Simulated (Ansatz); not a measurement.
Species: C3H5N, SMILES `CCC#N` (charge 0, multiplicity 1), formula C3H5N.

Task: How many basis functions does frozen-core CCSD(T)/cc-pVTZ // PBE-D3(BJ)/def2-TZVP run with Ansatz (an electronic-structure program) use, how many core orbitals are frozen, and how many electrons are correlated?

Result: 190 basis functions and 4 frozen orbitals, which leaves 22 correlated electrons. Core time is of the order of minutes.
